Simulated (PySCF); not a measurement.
SiHBr, SMILES [SiH]Br (connectivity only; charge and spin as stated), neutral, multiplicity 1. Heavy atoms are numbered as in [SiH:1][Br:3]. Hydrogens are named by the atom that carries them.

The structure is a stationary point at B3LYP-D3(BJ)/def2-TZVP.

All values below come from KT2/pcSseg-2 run with PySCF.

GIAO shieldings, no solvent; atoms alike by connectivity are averaged. δ = σ(ref) − σ: ²⁹Si against TMS (σ = 351.7 ppm); ¹H against TMS (σ = 31.47 ppm), references at their B3LYP-D3(BJ)/def2-TZVP geometries, non-relativistic (without spin–orbit terms, shifts of atoms bonded to Cl or Br come out too high).

```json
[
 {"nucleus": "²⁹Si", "atoms": "Si1 (SiH)", "count": "1", "δ (ppm)": "619.3"},
 {"nucleus": "¹H", "atoms": "H on Si1", "count": "1", "δ (ppm)": "12.19"}
]
```
